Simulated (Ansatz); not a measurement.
Stepwise reaction of `C[Si](C)(C)[CH2][Ga]([F])[F]` with hydrogen chloride, as a gas-phase model of exchange steps in deposition or etching. ΔE in kJ/mol.

Program: Ansatz. Geometries: PBE0-D4/def2-TZVP. ΔE: electronic, gas phase. CBS: MP2 limit from def2 TZ/QZ plus the TZ coupled-cluster correction, frozen cores. This one scheme is used for every species. Functionals use def2-TZVPP. B3LYP here is the variant with VWN-RPA as its local correlation; programs differ in this. For Ga outer-core shells are correlated without core-valence functions, which leaves a few kJ/mol of doubt a bond. Scalar relativity is left out up to krypton. Each species was taken in one conformer, which may not be the lowest.

```json
{"step": "1", "reaction": "`C[Si](C)(C)[CH2][Ga]([F])[F]` + HCl → `C[Si](C)(C)[CH2][Ga]([F])[Cl]` + H–F", "PBE-D4": "-31.1", "B3LYP-D4": "-29.6", "ωB97M-V": "-30.3", "CCSD(T)/CBS": "-35.5"}
{"step": "2", "reaction": "`C[Si](C)(C)[CH2][Ga]([F])[Cl]` + HCl → `C[Si](C)(C)[CH2][Ga]([Cl])[Cl]` + H–F", "PBE-D4": "-30.4", "B3LYP-D4": "-29.4", "ωB97M-V": "-29.7", "CCSD(T)/CBS": "-35.5"}
```

Problem. By hand: ΔE of the 2 steps together at CCSD(T)/CBS.

Solution. (-35.5) + (-35.5) = -71.0 kJ/mol, or -35.5 kJ/mol a step.

In ΔE the steps differ by no more than 0.0 kJ/mol. All are downhill at CCSD(T)/CBS. PBE-D4 differs from CCSD(T)/CBS by 4.4 to 5.1 kJ/mol a step. Only this route is followed, and other bonds may react first. Isolated molecules leave out the surface, adducts and barriers. Largest T1 diagnostic: 0.012.
